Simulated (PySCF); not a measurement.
## Computed NMR parameters against published values

Bonds (- single, = double, # triple, : aromatic): O1=C2 1.204 Å, C2-C3 1.472 Å, C3:C4 1.392 Å, C4:C5 1.379 Å, C5:C6 1.392 Å, C6:N7 1.328 Å, N7:C8 1.327 Å, C8:C3 1.390 Å. C2 carries H9; C4 carries H10; C5 carries H11; C6 carries H12; C8 carries H13.

Published estimates (parent shift plus substituent increments) and measurements: δ $^{13}$C C6 155.2; C8 152.2; C4 135.7; C3 131.5; C5 124.2; δ $^{1}$H H13 9.11; H12 8.87; H10 8.20; H11 7.55 ppm (estimated from measurements, as parent shift plus tabulated substituent increment; solution, not stated per compound (mostly CDCl3 or CCl4); Pretsch, Buehlmann, Badertscher, Structure Determination of Organic Compounds, 4th ed. (2009)).

- B97-2/pcSseg-2 with gauge-including orbitals
- geometry: PBE0-D3(BJ)/def2-TZVP
- code: PySCF 2.14
- single conformer, no solvent model, non-relativistic

(1) Set the calculated values beside the experiment.

(2) How far are the unscaled $^{13}$C shifts from the references?

(3) How far are the unscaled $^{1}$H shifts from the references?

## Answers

(1) 
Reference values: estimated from measurements, as parent shift plus tabulated substituent increment (solution, not stated per compound (mostly CDCl3 or CCl4); Pretsch, Buehlmann, Badertscher, Structure Determination of Organic Compounds, 4th ed. (2009)).
```tsv
atoms	quantity	reference	computed	computed, scaled
C6	δ $^{13}$C	155.2	163.4	155.6
C8	δ $^{13}$C	152.2	164.1	156.3
C4	δ $^{13}$C	135.7	141.2	134.2
C3	δ $^{13}$C	131.5	136.9	130.0
C5	δ $^{13}$C	124.2	129.3	122.7
H13	δ $^{1}$H	9.11	9.24	8.81
H12	δ $^{1}$H	8.87	9.13	8.71
H10	δ $^{1}$H	8.20	8.60	8.21
H11	δ $^{1}$H	7.55	7.56	7.24
```

Computed shifts are σ(ref) − σ with the named reference compound (TMS for H and C) calculated as an isolated molecule at the same level. The measured values may be among those fitted. Scaled to experiment by linear calibration (H and C: mostly CDCl3 data, vs TMS): $^{13}$C (scatter 2.0 ppm rms, 2.1 ppm with the 1 outlier that the fit left out); $^{1}$H (scatter 0.14 ppm rms, 0.16 ppm with the 4 outliers that the fit left out). Occasional misses reach two or three times the rms, and more in compound classes unlike the fitted ones.

(2) Mean signed difference +7.22 ppm, mean absolute 7.22 ppm over 5 comparisons; the largest is +11.9 ppm at C8 (aromatic CH next to a ring nitrogen).

(3) Mean signed difference +0.20 ppm, mean absolute 0.20 ppm over 4 comparisons; the largest is +0.40 ppm at H10 (hydrogen on an aromatic CH).
